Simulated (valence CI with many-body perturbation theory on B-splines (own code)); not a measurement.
Values are calculated unless marked as measured or tabulated.
Hyperfine factors and g values of Ho17+

Level of theory: valence CI with perturbative core correlation (CI+MBPT): four valence electrons over a frozen Dirac-Fock core [Kr] 4d10, radial functions for each j: 8 s, 8 p, 9 d, 9 f, 6 g, 3 h, 2 i, with the one-electron correlation potential Σ1 (screened to all orders), the two-electron term Σ2, the three-electron term Σ3, Breit, model QED; selected single and double excitations, second order for the rest (own B-spline code, finite nucleus).

No measured spectrum was set against this ion. As an estimate, terms of the open shell hold to a few per cent of their energy, and close levels can change places. Core correlation moves these levels by up to 3400 cm⁻¹, and in measured spectra 5 to 20 % of such shifts remained as error; rates that hang on mixing are uncertain with them. Only levels of the ground parity were solved; by the run's estimate the other parity begins above the list, which can be wrong where configurations are misplaced.

A/g_I is the dipole constant over the nuclear g factor μ/I (μ in nuclear magnetons, uniformly magnetised nucleus), B/Q the quadrupole constant per barn. Both hold the static response of the core; the bare values leave it out. Large factors of s and p1/2 electrons are usually good to 5 to 10 %; those of open d and f shells near neutrality can be off by tens of per cent, and small factors of p3/2, d and f electrons come from cancelling terms and can be off by a factor of two or in sign, in half-filled shells by more. B is blank for J = 1/2, where it vanishes, and for nearly pure S terms. Energies count from the lowest level. Levels with J = 0 are left out.

Names give the largest LS component (configuration and term), which can be under half, so a name can repeat, a term be missing and a line seem to break the LS rules; names also repeat where a configuration has a term twice. Letters in brackets count levels of one name in rising energy.

| Level | E (eV) | g | A/g_I (MHz) | A/g_I bare | B/Q (MHz/b) | B/Q bare |
| --- | --- | --- | --- | --- | --- | --- |
| 4f4 5I_4 | 0.0000 | 0.613 | 2500 | 2110 | -1020 | -848 |
| 4f4 5I_5 | 0.6493 | 0.903 | 1690 | 1650 | -922 | -781 |
| 4f4 5I_6 | 1.298 | 1.067 | 1250 | 1410 | -890 | -768 |
| 4f4 5I_7 | 1.924 | 1.166 | 1000 | 1290 | -883 | -777 |
| 4f4 5I_8 | 2.522 | 1.231 | 855 | 1230 | -896 | -801 |
| 4f4 5F_1 | 3.263 | 0.055 | 4590 | 3640 | 357 | 300 |
| 4f4 5F_2 | 3.308 | 1.020 | 1670 | 1840 | 803 | 679 |
| 4f4 5F_3 | 3.724 | 1.219 | 909 | 1280 | 337 | 273 |
| 4f4 5F_4 [a] | 3.838 | 1.136 | 1230 | 1520 | -1170 | -996 |
| 4f4 5S_2 | 3.928 | 1.869 | -981 | 160 | -73.0 | -78.1 |
| 4f4 3K_6 | 4.250 | 0.865 | 1810 | 1730 | 301 | 270 |
| 4f4 5G_2 | 4.433 | 0.427 | 3070 | 2450 | -463 | -379 |
| 4f4 5F_5 | 4.541 | 1.323 | 545 | 1020 | 211 | 143 |
| 4f4 5F_4 [b] | 4.547 | 1.126 | 1070 | 1300 | 615 | 516 |
| 4f4 5G_3 | 4.607 | 0.887 | 1840 | 1810 | 94.2 | 95.4 |
| 4f4 3K_7 | 4.618 | 0.979 | 1510 | 1570 | 1020 | 850 |
| 4f4 3K_8 | 5.070 | 1.052 | 1330 | 1490 | 1680 | 1380 |
| 4f4 3H_5 [a] | 5.395 | 1.184 | 868 | 1160 | 358 | 287 |
| 4f4 5G_4 | 5.497 | 1.059 | 1300 | 1460 | -219 | -179 |
| 4f4 3G_3 [a] | 5.723 | 0.829 | 1880 | 1740 | -1030 | -869 |
| 4f4 3D_2 | 5.783 | 1.183 | 974 | 1290 | 822 | 703 |
| 4f4 3P_1 [a] | 6.203 | 1.022 | 1720 | 1910 | -57.6 | -54.3 |
| 4f4 5G_5 | 6.204 | 1.173 | 997 | 1300 | -401 | -344 |
| 4f4 3L_7 | 6.211 | 0.926 | 1550 | 1530 | 1090 | 936 |
| 4f4 5G_6 | 6.314 | 1.260 | 666 | 1050 | -533 | -488 |
| 4f4 3M_8 | 6.511 | 0.967 | 1490 | 1520 | 2530 | 2120 |
| 4f4 3L_8 | 6.528 | 1.026 | 1350 | 1460 | 1690 | 1420 |
| 4f4 1D_2 [a] | 6.626 | 1.016 | 1170 | 1220 | -479 | -419 |
| 4f4 3L_9 | 6.628 | 1.067 | 1270 | 1440 | 3120 | 2600 |
| 4f4 3D_3 | 6.740 | 1.278 | 481 | 857 | 857 | 717 |
| 4f4 3F_4 [a] | 6.757 | 1.122 | 1110 | 1340 | -1210 | -1020 |
| 4f4 3H_6 [a] | 6.901 | 1.210 | 910 | 1260 | -631 | -548 |
| 4f4 3G_4 [a] | 7.085 | 1.119 | 1030 | 1240 | -814 | -698 |
| 4f4 3I_5 | 7.129 | 0.903 | 1620 | 1570 | 503 | 411 |
| 4f4 3F_2 | 7.458 | 0.714 | 2660 | 2490 | 693 | 601 |
| 4f4 3P_1 [b] | 7.656 | 1.041 | 1680 | 1890 | 230 | 200 |
| 4f4 3I_6 | 7.765 | 1.042 | 1300 | 1430 | 147 | 119 |
| 4f4 3G_5 | 7.792 | 1.139 | 1020 | 1260 | -523 | -454 |
